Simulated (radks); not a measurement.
The thallium ion Tl31+, configuration [Kr] 4d10 4f4.

Method: scalar-relativistic Kohn-Sham, LB94 model potential, spin-polarised, spherical densities, finite nucleus; open shells are filled with parallel spins first (spin-orbit coupling, left out, can overturn this in heavy ions); Fermi nuclear charge, rms radius 5.4759 fm; computed with a radial shooting solver on a logarithmic mesh with Libxc functionals.

Energy parts (hartree):
| part | energy |
|---|---|
| kinetic | 22335.2573 |
| electron-nucleus | -47191.8022 |
| Hartree | 5434.8779 |
(The LB94 potential has no energy functional, so no total or exchange-correlation energy is given.)

Orbitals (lengths in bohr, moments of r in powers of bohr; r(max) is where P^2 peaks; r(90%) holds 90 % of the orbital's charge):
| orbital | occ. | eigenvalue (hartree) | r(max) | <r> | r(90%) |
|---|---|---|---|---|---|
| 1s up | 1 | -3196.785 | 0.01003 | 0.01630 | 0.0298 |
| 1s down | 1 | -3196.785 | 0.01003 | 0.01630 | 0.0298 |
| 2s up | 1 | -604.0863 | 0.05809 | 0.06866 | 0.107 |
| 2s down | 1 | -604.0926 | 0.05809 | 0.06866 | 0.107 |
| 2p up | 3 | -525.7698 | 0.04827 | 0.06224 | 0.102 |
| 2p down | 3 | -525.7749 | 0.04827 | 0.06224 | 0.102 |
| 3s up | 1 | -176.0558 | 0.1637 | 0.1768 | 0.259 |
| 3s down | 1 | -176.0422 | 0.1637 | 0.1768 | 0.259 |
| 3p up | 3 | -153.4683 | 0.1635 | 0.1782 | 0.266 |
| 3p down | 3 | -153.4474 | 0.1635 | 0.1781 | 0.266 |
| 3d up | 5 | -130.0842 | 0.1331 | 0.1614 | 0.250 |
| 3d down | 5 | -130.0739 | 0.1331 | 0.1613 | 0.249 |
| 4s up | 1 | -68.40220 | 0.3607 | 0.3756 | 0.534 |
| 4s down | 1 | -68.15145 | 0.3607 | 0.3759 | 0.535 |
| 4p up | 3 | -60.59763 | 0.3771 | 0.3941 | 0.566 |
| 4p down | 3 | -60.35947 | 0.3773 | 0.3946 | 0.566 |
| 4d up | 5 | -51.65446 | 0.3768 | 0.4009 | 0.588 |
| 4d down | 5 | -51.42267 | 0.3770 | 0.4015 | 0.589 |
| 4f up | 4 | -42.24389 | 0.3210 | 0.3831 | 0.580 |
| 4f down | 0 | -42.02493 | 0.3206 | 0.3834 | 0.581 |

The highest occupied level is 4f up at -1149.5 eV. The electron density at the nucleus is 2.72e+06 e/bohr^3 (large components only). Summed over all electrons, <r^2> = 4.526 bohr^2, which gives a Langevin (diamagnetic) susceptibility term of -3.58 x 10^-6 cm^3/mol. The spin density at the nucleus is -4.85 e/bohr^3 (1s 0.07, 2s 2.88, 3s -35.09, 4s 27.29).
